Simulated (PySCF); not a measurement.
**Steps of a relaxation of [PbF5]−**

[PbF5]− (singlet). PySCF 2.14.0, RKS BP86, Pb def2-SVP with ECP60, F def2-SVP; non-relativistic Hamiltonian with scalar-relativistic core potentials where named; density fitting; no spin-orbit coupling. Origin of the start: template. Columns: position (Å) and force (eV/Å). Energies are counted from the last step; some of the 6 steps are shown. Forces carry noise of the integration grid, about 0.01 to 0.03 eV/Å.

Run from Python with OMP_NUM_THREADS=2. Where DIIS fails, smearing, a level shift and second-order steps follow.
It took 87 s on 2 threads of Intel(R) Xeon(R) Processor @ 2.50GHz (Skylake/Cascade Lake), on a shared host, from the converged density of the start.

```xyz
6
step 0  E = 3.358 eV
Pb    0.0000    0.0000    0.0000    -0.06    0.00    0.00
F     0.0000    0.0000    1.8576     0.00    0.00    7.24
F     0.0000    0.0000   -1.8576     0.00    0.00   -7.24
F     1.8576    0.0000    0.0000     7.28    0.00    0.00
F    -0.9288    1.6087    0.0000    -3.61    6.33    0.00
F    -0.9288   -1.6087    0.0000    -3.61   -6.33    0.00
```

```xyz
6
step 2  E = 0.044 eV
Pb    0.0000    0.0000    0.0000    -0.06    0.00    0.00
F     0.0000    0.0000    2.0545     0.00    0.00    0.60
F     0.0000    0.0000   -2.0545     0.00    0.00   -0.60
F     2.0512    0.0000    0.0000     0.57    0.00    0.00
F    -1.0256    1.7764    0.0000    -0.26    0.53    0.00
F    -1.0256   -1.7764    0.0000    -0.26   -0.53    0.00
```

```xyz
6
step 3  E = 0.001 eV
Pb    0.0000    0.0000    0.0000    -0.05    0.00    0.00
F     0.0000    0.0000    2.0814     0.00    0.00    0.10
F     0.0000    0.0000   -2.0814     0.00    0.00   -0.10
F     2.0766    0.0000    0.0000     0.09    0.00    0.00
F    -1.0383    1.7983    0.0000    -0.02    0.11    0.00
F    -1.0383   -1.7984    0.0000    -0.02   -0.11    0.00
```

Question: Where does the relaxation end?

Answer: It converges at step 5 in D3h:
```xyz
6
step 5  E = 0
Pb    0.0000    0.0000    0.0000
F     0.0000    0.0000    2.0875
F     0.0000    0.0000   -2.0875
F     2.0823    0.0000    0.0000
F    -1.0411    1.8033    0.0000
F    -1.0411   -1.8033    0.0000
```

Question: How did the contacts change?

Answer: 
```
   contact  start (Å)  end (Å)
Pb1–F2 (F)      1.858    2.088
Pb1–F3 (F)      1.858    2.088
Pb1–F4 (F)      1.858    2.082
Pb1–F5 (F)      1.858    2.082
Pb1–F6 (F)      1.858    2.082
```


No frequency check is given that shows the relaxed geometry to be a minimum.
